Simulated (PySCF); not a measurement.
B3LYP has the VWN-RPA correlation part, as in Gaussian. Excitations are Tamm–Dancoff values on a coarser integration grid. The basis has no diffuse functions, so Rydberg states are missing or too high.

Z-matrix (Å, degrees):
```
Al
O 1 1.6928
H 2 0.9581 1 122.93
O 1 1.6928 2 120.00 3 -179.99
H 4 0.9581 1 122.93 2 -0.01
O 1 1.6928 2 120.00 3 -0.01
H 6 0.9581 1 122.92 2 -179.99
```
Charge 0, spin multiplicity 1.

Question: Predict the LUMO, total energy and S1 excitation (TDA) from PySCF 2.14.0 with B3LYP-D3(BJ)/def2-TZVP.

Answer: 
The LUMO is -0.80 eV and the total energy comes out as -470.2287 Ha. The S1 excitation (TDA) comes out as 6.72 eV.
